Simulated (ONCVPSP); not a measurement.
# iodine (I), ONCV: configuration errors across variants

```json
{
 "Element": "iodine",
 "Generator": "ONCVPSP 4.0.1",
 "Type": "optimised norm-conserving Vanderbilt (ONCV)",
 "Functional": "PBE",
 "Relativity": "scalar-relativistic",
 "Frozen core": "[Kr] 4d10",
 "Valence charge": "7",
 "Reference configuration": "5s1.5 5p5.5",
 "Partial waves": "5s: rc 1.70 bohr, ncon 4, nbas 7, qcut 3.7 1/bohr, local; 5p: rc 1.95 bohr, ncon 4, nbas 7, qcut 4.3 1/bohr, 3 projectors, debl 3.3 Ha",
 "Local potential": "the s channel",
 "Core correction": "polynomial model core, fcfact 0.7"
}
```

All-electron excitation energies from the reference (eV): (1) 5s2 5p5 -5.184; (2) 5s2 5p4 5.947; (3) 5s2 5p3 25.794; (4) 5s1 5p6 5.230.

4 further variants failed, have other tests or another functional or relativity, and are left out.

A true bound ghost makes a file unfit for plane-wave use even where its test errors are small: the radial tests pick states by their node count and pass the ghost by.

Errors AE − PS in meV (a dash: test not solved or not reliable):

| change | (1) | (2) | (3) | (4) | bound ghosts | GHOST(+) flags above zero |
| --- | --- | --- | --- | --- | --- | --- |
| base | -1.7 | -5.0 | -18 | -2.6 | p | p |
| p: qcut 3.3 | -1.2 | -4.6 | -18 | -2.1 | none | p |
| s: qcut 2.7; p: qcut 3.2 | -1.6 | -4.9 | -17 | -2.6 | none | p |
| p: ncon 3, nbas 6 | -1.2 | -3.9 | -17 | -2.5 | none | p |
| p: nbas 9 | -1.5 | -4.8 | -18 | -2.4 | p | p |
| p: qcut 5.2 | -2.0 | -5.3 | -18 | -2.9 | p | p |
| s: nproj 1; local potential polynomial inside 1.35 bohr (lpopt 5, dvloc0 0 Ha) | -1.8 | -5.0 | -18 | -2.6 | s | p |

(1) Give the same row for: core correction Teter function, fcfact 2.75, rcfact 1.3.

Results:

(1) -0.6, -5.0, -23, -1.5; bound ghosts: p; GHOST(+) flags above zero: p.
